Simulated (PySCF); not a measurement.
Cartesian coordinates (Å):
```xyz
19

C      2.6347    -1.9779     0.4385
O      2.1599    -0.6589     0.3396
C      0.8566    -0.4596     0.1351
S     -0.2736    -1.7971    -0.0294
C     -1.5796    -0.6765    -0.2444
C     -2.9790    -0.7980    -0.4617
C     -3.5619     0.4366    -0.5634
S     -2.4316     1.7401    -0.3999
C     -1.1211     0.6356    -0.1848
C      0.2842     0.7878     0.0341
Si     1.2656     2.3675     0.1740
H      2.1654    -2.5074     1.2861
H      3.7166    -1.9146     0.6051
H      2.4416    -2.5411    -0.4913
H     -3.5280    -1.7362    -0.5389
H     -4.6144     0.6609    -0.7295
H      0.3163     3.5100     0.0118
H      1.9341     2.4767     1.5054
H      2.3142     2.4523    -0.8862
```
Charge 0, multiplicity 1.

Question: Predict the dipole moment, LUMO and total energy from M06-2X/def2-TZVP // PBE0-D3(BJ)/def2-SVP run with PySCF.

Answer: 
* **dipole moment**: 2.33 D
* **LUMO**: 0.19 eV
* **total energy**: -1432.5976 Ha
